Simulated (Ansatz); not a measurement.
Calculated with Ansatz (gas phase, PBE0-D4/def2-TZVP geometries, no zero-point term in ΔE). CCSD(T)/CBS adds triple-zeta CCSD(T) − MP2 to the extrapolated MP2 energy (def2 sets, frozen cores). This one scheme is used for every species. Functionals use def2-TZVPP. B3LYP here is the variant with VWN-RPA as its local correlation; programs differ in this. Each species was taken in one conformer, which may not be the lowest.

`BNB(C)N` + `COCN` → `BNCOC` + `CB(N)N`  (ligand exchange at a B–N bond)

`BNB(C)N`:

```xyz
13

B    -0.299    2.007   -0.850
N     0.416    0.850   -0.531
B    -0.031   -0.349    0.173
C     0.997   -1.520    0.406
N    -1.351   -0.439    0.625
H     0.240    2.901   -1.438
H    -1.452    2.105   -0.532
H     1.382    0.828   -0.824
H     1.870   -1.166    0.965
H     0.578   -2.368    0.951
H     1.377   -1.897   -0.550
H    -1.696   -1.244    1.113
H    -2.030    0.291    0.491
```

`COCN`:

Z-matrix (Å, degrees):
```
C
O 1 1.400
H 1 1.100 2 111.4
H 1 1.090 2 107.6 3 119.0
H 1 1.098 2 112.4 3 -122.0
C 2 1.415 1 113.6 3 55.3
N 6 1.428 2 116.9 1 70.1
H 6 1.091 2 104.6 1 -169.4
H 6 1.099 2 109.3 1 -53.1
H 7 1.011 6 111.6 2 54.6
H 7 1.010 6 112.9 2 -68.6
```

`BNCOC`:

Z-matrix (Å, degrees):
```
C
N 1 1.425
O 1 1.404 2 109.3
H 1 1.102 2 110.8 3 -120.3
H 1 1.098 2 108.4 3 120.9
B 2 1.387 1 126.1 3 -110.9
H 2 1.009 1 113.6 3 65.9
C 3 1.402 1 112.0 2 -176.7
H 6 1.196 2 118.9 1 178.8
H 6 1.197 2 118.7 1 -1.9
H 8 1.099 3 111.6 1 59.9
H 8 1.090 3 107.4 1 179.3
H 8 1.099 3 111.6 1 -61.5
```

`CB(N)N`:

Cartesian coordinates in Å:
```
C -0.155 -0.017 1.367
B 0.007 -0.004 -0.207
N 0.514 -1.146 -0.872
N -0.333 1.160 -0.939
H -0.964 0.633 1.711
H -0.348 -1.019 1.760
H 0.765 0.340 1.845
H 0.676 -1.200 -1.861
H 0.761 -1.983 -0.378
H -0.697 1.981 -0.494
H -0.227 1.255 -1.933
```

```
             level  ΔE (kJ/mol)  difference from CCSD(T)/CBS
            PBE-D4        -12.5                         -0.4
         r2SCAN-D4        -12.5                         -0.4
           PBE0-D4        -12.9                         -0.8
          B3LYP-D4        -13.0                         -0.9
           ωB97X-V        -12.4                         -0.3
           ωB97M-V        -12.4                         -0.3
            B2PLYP        -14.0                         -1.9
               PBE        -14.0                         -1.9
            r2SCAN        -12.8                         -0.7
              PBE0        -14.2                         -2.1
             B3LYP        -15.4                         -3.3
     HF/def2-TZVPP        -13.5                         -1.4
    MP2/def2-TZVPP        -12.8                         -0.7
SCS-MP2/def2-TZVPP        -12.9                         -0.8
   CCSD/def2-TZVPP        -12.1                          0.0
CCSD(T)/def2-TZVPP        -11.2                          0.9
     HF/def2-QZVPP        -13.7                         -1.6
    MP2/def2-QZVPP        -13.4                         -1.3
SCS-MP2/def2-QZVPP        -13.5                         -1.4
      HF/CBS(def2)        -13.8                         -1.7
     MP2/CBS(def2)        -13.6                         -1.5
    CCSD/CBS(def2)        -13.0                         -0.9
       CCSD(T)/CBS        -12.1                            0
```

Largest T1 diagnostic among the species: 0.012.
